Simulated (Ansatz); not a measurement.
A structure relaxed at r2SCAN-D4/def2-SVP in Ansatz, charge 1, singlet:

| atom | x (Å) | y (Å) | z (Å) |
| --- | --- | --- | --- |
| Ag1 | 0.5551 | 0.3012 | -0.3492 |
| Ag2 | -2.1722 | -0.5001 | -1.4227 |
| Ag3 | -0.1291 | -2.6398 | -0.0172 |
| Ag4 | 2.0152 | 3.2969 | 2.0944 |
| F5 | 1.2498 | 1.7887 | 0.9129 |
| F6 | 0.0044 | -1.1705 | -1.7912 |
| F7 | -1.5232 | -1.0764 | 0.5730 |

Question: Give its formula and point group.

Answer: the cluster Ag₄F₃⁺. Point group Cs (tolerance 0.1 Å).

Question: Summarise the bond lengths by kind (pairs closer than 1.2 times the sum of covalent radii, bridged metal pairs left out).

Answer: 7 × Ag–F 2.06 to 2.31 Å.

In the def2 sets Ag takes a core potential; there is no spin–orbit coupling. The relaxation made no stability test and no search for a lower SCF solution. No other spin state of charge 1 was run. Another isomer (singlet) lies 0.43 eV lower at PBE0-D4/def2-TZVP; other spin states weren't run for this one.
